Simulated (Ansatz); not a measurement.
`NB(O)[SiH](F)F`. The species carries charge 0 and has multiplicity 1.

```xyz
10

N     1.4049   -0.6807    0.0544
B     0.4062    0.2430   -0.2886
O     0.6153    1.3233   -1.0982
Si   -1.4595   -0.0263    0.4511
F    -2.5294   -0.1866   -0.7221
F    -1.9242    1.2293    1.3197
H     1.2280   -1.4686    0.6527
H     2.3605   -0.6328   -0.2627
H     1.5119    1.4205   -1.4316
H    -1.6137   -1.2211    1.3253
```

What are the harmonic wavenumbers in cm⁻¹ at PBE0-D4/def2-TZVP (Ansatz, finite differences of forces, unscaled)? (An estimate is asked.)

Computed: 29, 127, 132, 253, 342, 405, 461, 475, 503, 562, 626, 827, 834, 883, 897, 934, 998, 1296, 1412, 1641, 2210, 3602, 3708, 3852.

Is this a minimum?

Yes, all 24 modes are real.

Give the ideal-gas thermochemistry at 298.15 K and 1 bar (rigid rotor, harmonic oscillator; point group Cs, symmetry number 1).

Zero-point energy 161.5 kJ/mol; H(298) − E = 184.1 kJ/mol; entropy 365.7 J/(mol·K), of which translation 167.6, rotation 116.0, vibration 82.1; G(298) − E = 75.0 kJ/mol. Modes under 100 cm⁻¹ are hindered rotations or soft bends, so the harmonic entropy is rough.
